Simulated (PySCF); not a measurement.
SMILES C=[CH][GeH2][O]C (C3H8GeO), B3LYP/def2-SVP optimised geometry. Atoms within 1.6 Å of the plane z = 0.0 Å (x, y, z in Å): Ge1 (-0.67, -1.24, 0.00), C2 (1.27, -1.24, 0.00), C3 (2.00, -1.82, -0.97), O4 (-1.16, 0.48, 0.00), C5 (-2.52, 0.84, 0.06), H6 (-1.20, -1.94, -1.27), H7 (-1.27, -1.90, 1.27), H8 (1.79, -0.75, 0.84), H9 (3.09, -1.82, -0.95), H11 (-3.09, 0.51, -0.82), H12 (-2.59, 1.94, 0.11), H13 (-3.03, 0.44, 0.96).

Calculation: B3LYP/def2-TZVP in PySCF. Cells within 0.4 Å of a nucleus heavier than hydrogen are left out (blank, or x).

Map of the deformation density (molecule minus spherical neutral atoms) (e/bohr³) on the plane z = 0.0 Å:

```
|111111111111111111111111111|
|111111111111111111111111111|
|111111111111111111111111111|
|111111111111111111111111111|
|111111111111111111111111111|
|111111111111111111111111111|
|111111001111111111111111111|
|111110000011111111111111111|
|111100131001111111111111111|
|111100392001111111111111111|
|111000181001111111111111111|
|1110001x23x6111111111111111|
|1110012113xx100001111111111|
|111100100133100000011111111|
|111110000122001000000111111|
|1111110000000132x1000011111|
|11111110001xx156x3000011111|
|111111100010113223100011111|
|111111110010001112100011111|
|111111111000000011100111111|
|111111111100000111111111111|
|111111111111111111111111111|
|111111111111111111111111111|
|111111111111111111111111111|
|111111111111111111111111111|
|111111111111111111111111111|
|111111111111111111111111111|
```
Scale: ten equal steps from -0.014 (start of '0') to 0.105 (end of '9'), in the order '0123456789'; x runs from -5.50 to 5.50, y from -5.50 (bottom) to 5.50 (top).
